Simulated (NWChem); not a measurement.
Atomisation of trichloroethylene (C₂HCl₃)

```
C
C 1 1.3397
H 2 1.0909 1 120.43
Cl 2 1.7090 3 115.95 1 180.00
Cl 1 1.7113 2 123.65 3 180.00
Cl 1 1.7211 2 120.39 3 0.00
```
Charge 0, spin multiplicity 1.

All runs are NWChem calculations. The geometry was optimised at PBE0/def2-SVP, a minimum by its harmonic frequencies.

Basis set: def2-TZVP. The atomisation energy is electronic alone: no zero-point, thermal, spin-orbit or counterpoise terms. No value is extrapolated to the basis-set limit. Free atoms are single determinants with multiplicities Cl 2, C 3, H 2.

B3LYP has NWChem's definition, with VWN1-RPA local correlation. No SCF solution was tested for a lower state.

Task: One of these methods gave an atomisation energy of 460.4 kcal/mol. Which?
A. PBE
B. PBE0
C. B3LYP
D. BHandHLYP

Result: D, BHandHLYP. The others give 483.8 (B3LYP), 504.6 (PBE0), 522.3 (PBE).
